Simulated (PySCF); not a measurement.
Some computed properties have been withheld. Give your best values.

Delta-valerolactone, C5H8O2.
SMILES with atom numbers: `[O:1]=[C:2]1[CH2:3][CH2:4][CH2:5][CH2:6][O:7]1` (hydrogens: H8, H9 on C3; H10, H11 on C4; H12, H13 on C5; H14, H15 on C6)

```csv
property,level,value
point group of the GFN2-xTB geometry,GFN2-xTB,C1
"rotational constants A, B, C of the GFN2-xTB geometry",GFN2-xTB,"4.690, 2.592, 1.793 GHz"
dipole moment,CAM-B3LYP/def2-SVPD,?
HOMO energy,CAM-B3LYP/def2-SVPD,?
LUMO energy,CAM-B3LYP/def2-SVPD,?
lowest singlet excitation,TDDFT CAM-B3LYP/def2-SVPD,"5.62 eV (221 nm, f = 0.001)"
strongest line among the 8 lowest singlet transitions,TDDFT CAM-B3LYP/def2-SVPD,?
lowest triplet excitation (Tamm–Dancoff),TDA CAM-B3LYP/def2-SVPD,5.12 eV
static isotropic polarisability,CAM-B3LYP/def2-SVPD,63.1 au
electronic spatial extent ⟨r²⟩ about the centre of nuclear charge,CAM-B3LYP/def2-SVPD,?
13C chemical shifts (computed TMS as zero) by class,GIAO PBE0/pcSseg-1,?
1H chemical shifts (computed TMS as zero) by class,GIAO PBE0/pcSseg-1,"4.48 (H14/H15), 2.52 (H8/H9), 1.74 (H10/H11), 1.60 (H12/H13) ppm"
"isotropic shieldings of nuclei other than C and H, by class",GIAO PBE0/pcSseg-1,"-132 (O1), 127 (O7) ppm"
largest of the computed one-bond spin–spin couplings (means over like bonds),"B3LYP/pcJ-1, spin–dipole term left out","13C–1H +152.4 (C6–H14 and 1 like it), 13C–1H +137.6 (C3–H8 and 1 like it), 13C–1H +136.1 (C4–H10 and 1 like it), 13C–1H +136.1 (C5–H12 and 1 like it), 13C–13C +55.0 (C2–C3), 13C–13C +33.6 (C5–C6), 17O–13C +32.4 (O7–C2), 13C–13C +31.8 (C3–C4) Hz"
```

The electronic properties come from PySCF, for the isolated species, density fitting. NMR classes are plain means over equivalent atoms (diastereotopic ones count apart unless rotation or inversion swaps them), as if these changed places fast; in this geometry the members of some classes differ.

Problem. What is the strongest line among the 8 lowest singlet transitions?

Solution. S3 at 7.76 eV (160 nm, f = 0.124).

Problem. Give the LUMO energy.

Solution. 0.90 eV.

Problem. What is the dipole moment?

Solution. 5.14 D.

Problem. The electronic spatial extent ⟨r²⟩ about the centre of nuclear charge?

Solution. 701 bohr².

Problem. Give the HOMO energy.

Solution. -9.17 eV.

Problem. The 13C chemical shifts (computed TMS as zero) by class?

Solution. 170.4 (C2), 71.3 (C6), 34.1 (C3), 27.2 (C5), 25.0 (C4) ppm.

A dipole of 5.14 D is allowed in C1, and pure rotational transitions are dipole-allowed. The vertical singlet–triplet gap S1 − T1 is 0.50 eV (TDDFT singlet less Tamm–Dancoff triplet; S1: HOMO→LUMO+1, weight 0.51, beside HOMO→LUMO, weight 0.34; T1: HOMO→LUMO+1, weight 0.51, beside HOMO→LUMO, weight 0.32). The 8 singlets span 5.62 to 8.57 eV, and their oscillator strengths add up to 0.25.

One conformer stands for the species.
